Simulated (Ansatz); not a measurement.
Cost and result for the atomization energy of Cl2GeH4Si, SMILES `Cl[SiH](Cl)[GeH3]` (8 atoms, 7 bonds).

The species carries charge 0 and has multiplicity 1. Correlated methods include outer-core shells of Ge, which these sets cover unevenly. Scalar relativity is left out up to krypton. The structure was optimised at the PBE0-D4/def2-TZVP level. Program: Ansatz. All runs use 4 threads of a server CPU on a shared host. Times are those of one run each, without the atoms' runs, and a repeat can differ threefold. Electronic energies, without spin–orbit coupling; frozen cores. CCSD(T)/CBS adds CCSD(T) − MP2 in def2-TZVPP to the MP2 limit, and its time is that of the two runs behind it. T1 = 0.011. With those shells the extrapolation isn't a true limit. B3LYP takes the VWN-RPA correlation (the form of Gaussian; ORCA's B3LYP/G). HSE06 is the plane-wave form, built on full-range PBE exchange.

CCSD(T)/CBS is a level of theory with its own doubt, some kJ/mol a heavy atom from the limit and from the frozen cores, so smaller differences don't rank the functionals.

```tsv
level	functions	wall time	atomization (kJ/mol)	difference from CCSD(T)/CBS	per bond
revPBE-D4/def2-TZVPP	230	2.5 s	2212.4	-67.7	-9.7
BLYP-D4/def2-TZVPP	230	2.5 s	2210.4	-69.7	-10.0
PBE-D4/def2-TZVPP (with forces)	230	2.9 s	2256.4	-23.7	-3.4
HSE06-D4/def2-TZVPP	230	4.8 s	2249.4	-30.7	-4.4
CCSD(T)/def2-SVP	106	4.9 s	2082.4	-197.7	-28.2
r2SCAN-D4/def2-TZVPP (with forces)	230	6.5 s	2282.5	2.4	0.3
B3LYP-D4/def2-TZVPP (with forces)	230	6.5 s	2238.6	-41.5	-5.9
B2PLYP/def2-TZVPP	230	6.5 s	2217.5	-62.6	-8.9
PBE-QIDH/def2-TZVPP	230	6.5 s	2254.9	-25.2	-3.6
ωB97M-V/def2-TZVPP (with forces)	230	16 s	2266.9	-13.2	-1.9
MP2/def2-QZVPP	419	23 s	2268.6	-11.5	-1.6
CCSD(T)/def2-TZVPP	230	2.5 min	2216.7	-63.4	-9.1
CCSD(T)/CBS(def2)	–	2.9 min	2280.1	0.0	0.0
```

From r2SCAN to r2SCAN0 (25 % exact exchange), in def2-TZVPP and without D4, the atomization energy moves by −24.2 kJ/mol: exact exchange takes away binding that semilocal exchange gives to molecules. In def2-TZVPP, CCSD(T) changes the Hartree–Fock value by +523.5 kJ/mol (the triples alone add +32.1 kJ/mol) and MP2 by +538.3 kJ/mol; breaking electron pairs costs correlation energy, which Hartree–Fock lacks. At CCSD(T), def2-SVP lies −197.7 kJ/mol from the extrapolated value and def2-TZVPP −63.4 kJ/mol: correlation converges slowly with the basis, and small sets miss more of it in the bonded molecule than in its fragments.
